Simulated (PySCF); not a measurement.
Mo(NH)(F)3(Cl) (ClF₃HMoN), SMILES [F][Mo](=[NH])([Cl])([F])[F], multiplicity 1.

Geometry optimised at B3LYP-D3(BJ)/def2-SVP. The multiplicity is an assumed one; no other spin state was optimised. The structure was generated by enumeration; whether it is a known compound was not checked. The def2 effective core potentials stand for the cores of Mo; spin–orbit coupling is left out.

Calculation: TDDFT-LC-ωPBE/def2-SVPD run with PySCF.

Vertical excitations.  State labels are in the subgroup Cs.

Computed excitation energies, oscillator strengths and character:
```csv
state,symmetry,energy (eV),λ (nm),f,main pairs
S1,A",3.67,338,0.001,HOMO→LUMO 93 %
S2,A',4.01,309,0.007,"HOMO−2→LUMO 78 %, HOMO−1→LUMO 20 %"
S3,A',4.35,285,0.021,"HOMO−1→LUMO 71 %, HOMO−2→LUMO 21 %"
S4,A",4.76,261,0.007,HOMO−3→LUMO 87 %
S5,A",4.86,255,0.000,"HOMO−2→LUMO+1 65 %, HOMO→LUMO+2 16 %"
S6,A",5.08,244,0.005,HOMO−4→LUMO 85 %
S7,A',5.25,236,0.027,"HOMO→LUMO+1 49 %, HOMO−2→LUMO+2 27 %, HOMO−4→LUMO+1 8 %"
S8,A",5.26,236,0.000,"HOMO→LUMO+2 52 %, HOMO−2→LUMO+1 20 %, HOMO−4→LUMO+2 11 %"
S9,A",5.58,222,0.000,HOMO−1→LUMO+1 87 %
S10,A',5.88,211,0.005,"HOMO−5→LUMO 63 %, HOMO→LUMO+1 16 %"
T1,A",3.53,351,0,HOMO→LUMO 89 %
T2,A',3.61,344,0,"HOMO−1→LUMO 84 %, HOMO−2→LUMO 14 %"
T3,A',3.88,320,0,"HOMO−2→LUMO 31 %, HOMO→LUMO+1 28 %, HOMO−4→LUMO+1 11 %, HOMO−2→LUMO+2 10 %"
T4,A',3.92,316,0,"HOMO−2→LUMO 53 %, HOMO→LUMO+1 21 %, HOMO−4→LUMO+1 8 %"
```
Triplets are in the Tamm–Dancoff approximation, which puts them higher than full response would, so one can lie above its singlet here.
